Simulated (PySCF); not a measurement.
Predicted microwave data (PBE0/pcSseg-1 in PySCF (dipole) on a GFN2-xTB geometry, gas phase) for one isomer of C8H17P:

```
Rotational constants : A = 1909, B = 1017, C = 856.5 MHz
Dipole components    : |μa| = 0.02 D, |μb| = 0.82 D, |μc| = 1.21 D
Inertial defect      : -171.87 u·Å²
κ                    : -0.70
```

Task: Which structure is it? (One computed conformer of each.)
A. `[CH3:1][CH2:2][CH2:3][P:4]([CH2:5][CH3:6])[CH:7]1[CH2:8][CH2:9]1` with C1–C2–C3–P4 -175°, C2–C3–P4–C5 -176°, C3–P4–C5–C6 176°, C3–P4–C7–C8 166°
B. `[CH3:1][CH2:2][CH2:3][P:4]1[CH2:5][CH:6]([CH2:7][CH3:8])[CH2:9]1` with C1–C2–C3–P4 -178°, C2–C3–P4–C5 87°, C5–C6–C7–C8 69°, C3–P4–C5–C6 84°, P4–C5–C6–C7 135°, C5–C6–C9–P4 -14°, C3–P4–C9–C6 -85°
C. `[CH2:1]=[C:2]([CH3:3])[P:4]([CH2:5][CH3:6])[CH:7]([CH3:8])[CH3:9]` with C1–C2–P4–C5 133°, C2–P4–C5–C6 -68°, C2–P4–C7–C8 63°
D. `[CH3:1][CH2:2][CH2:3][CH2:4][P:5]([CH3:6])[CH:7]1[CH2:8][CH2:9]1` with C1–C2–C3–C4 180°, C2–C3–C4–P5 176°, C3–C4–P5–C6 175°, C4–P5–C7–C8 -102°
E. `[CH3:1][CH2:2][P:3]1[CH2:4][CH2:5][CH:6]([CH3:7])[CH2:8][CH2:9]1` with C1–C2–P3–C4 174°, C2–P3–C4–C5 -160°, P3–C4–C5–C6 66°, C4–C5–C6–C7 175°, C5–C6–C8–C9 62°
F. `C[C@@H]1[C@@H](C)P1C(C)(C)C`

Result: F. It is C[C@@H]1[C@@H](C)P1C(C)(C)C, an asymmetric top, point group C1. The candidates at the same level (rigid rotor, commonest isotopes):

| SMILES | A (MHz) | B (MHz) | C (MHz) | μa (D) | μb (D) | μc (D) | Δ (u·Å²) | point group | rotor |
| --- | --- | --- | --- | --- | --- | --- | --- | --- | --- |
| CCCCP(C)C1CC1 | 2043 | 687.8 | 549.5 | 0.17 | 0.01 | 1.22 | -62.49 | C1 | asymmetric top |
| CCCP(CC)C1CC1 | 1741 | 879.3 | 628.9 | 0.11 | 0.04 | 1.20 | -61.37 | C1 | asymmetric top |
| CCCP1CC(CC)C1 | 2567 | 633.2 | 572.0 | 0.38 | 1.09 | 0.83 | -111.50 | C1 | near-prolate asymmetric top |
| C[C@@H]1[C@@H](C)P1C(C)(C)C | 1909 | 1017 | 856.5 | 0.02 | 0.82 | 1.21 | -171.87 | C1 | asymmetric top |
| CCP1CCC(C)CC1 | 3179 | 760.1 | 667.2 | 0.25 | 0.06 | 1.27 | -66.49 | C1 | near-prolate asymmetric top |
| C=C(C)P(CC)C(C)C | 1529 | 1150 | 815.2 | 0.10 | 0.10 | 1.43 | -150.22 | C1 | asymmetric top |

`CCCCP(C)C1CC1` has C 36 % too low; `CCCP(CC)C1CC1` has C 27 % too low; `CCCP1CC(CC)C1` has B 38 % too low; `C=C(C)P(CC)C(C)C` has A 20 % too low; `CCP1CCC(C)CC1` has A 67 % too high. No structure here is proved a minimum.
